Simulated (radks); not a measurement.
The numbers below are computed, except where a source is named.
Spherical quantum dot in the effective-mass picture: electrons in a well V = -V0 / (1 + exp((r - R)/a)) with V0 = 5.34, R = 6.79, a = 0.34, all in effective atomic units (hartree* = m*/eps^2 hartree, bohr* = eps/m* bohr), one dielectric constant everywhere. Level of theory: non-relativistic Kohn-Sham, PBEsol, spin-polarised, spherical densities (a radial shooting solver with Libxc functionals). Levels are named by radial order and angular momentum (1s, 1p, 1d, 2s, ...), and open shells are averaged over m.

N = 25, configuration 1s2 1p6 1d10 1f(up 7, down 0). This is the lowest configuration that the search found. Occupied levels:

| level | occupation | eigenvalue (hartree*) | <r> (bohr*) |
|---|---|---|---|
| 1s up | 1 | -0.70593 | 4.899 |
| 1s down | 1 | -0.66867 | 4.861 |
| 1p up | 3 | -0.65898 | 4.979 |
| 1p down | 3 | -0.62063 | 4.952 |
| 1d up | 5 | -0.57121 | 5.074 |
| 1d down | 5 | -0.53165 | 5.056 |
| 1f up | 7 | -0.44693 | 5.169 |

Energy (hartree*): total -69.2734, kinetic 8.5704, external -128.61, Hartree 57.418, exchange-correlation -6.6537.

Electron density:

| r (bohr*) | n(r) (e/bohr*^3) |
|---|---|
| 0.205 | 0.0001784 |
| 0.720 | 0.0002591 |
| 1.23 | 0.0004985 |
| 1.75 | 0.001086 |
| 2.26 | 0.002426 |
| 2.78 | 0.005231 |
| 3.29 | 0.01046 |
| 3.81 | 0.01878 |
| 4.32 | 0.02929 |
| 4.84 | 0.03733 |
| 5.35 | 0.03516 |
| 5.87 | 0.02068 |
| 6.38 | 0.005952 |
| 6.90 | 0.0007604 |
| 7.41 | 0.00005383 |
| 7.93 | 3.093e-06 |
| 8.44 | 1.808e-07 |
| 8.96 | 1.103e-08 |
